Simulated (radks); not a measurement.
The numbers below are computed, except where a source is named.
Q: Ionisation of neutral barium, [Xe] 6s2, to Ba+, [Xe] 6s1, under several functionals. Scalar-relativistic Kohn-Sham, spin-polarised, spherical densities, finite nucleus; open shells are filled with parallel spins first (spin-orbit coupling, left out, can overturn this in heavy ions); a radial shooting solver on a logarithmic mesh with Libxc functionals. Known Delta-SCF values: PBEsol 5.185 eV. What does Wu-Cohen GGA give, and what is its highest occupied eigenvalue?

A: 5.119 eV by Delta-SCF; the 6s eigenvalue is -3.248 eV. NIST: 5.212 eV (measured).
